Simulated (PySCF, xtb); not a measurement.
MoO2Cl, SMILES [Mo+](=[O])([Cl])=[O], charge +1, multiplicity 1.

Harmonic wavenumbers (cm⁻¹) from GFN2-xTB in xtb at its own minimum, in rising order: 195, 199, 273, 369, 888, 912.

What does PBE-D3(BJ)/def2-SVP (PySCF) give at its own minimum? (The exact figures need the calculation; the answer reports its results.)

214, 219, 381, 461, 1017, 1048. Paired by order, the mean absolute difference is 84 cm⁻¹ and the zero-point energies are 4.1 and 4.8 kcal/mol.
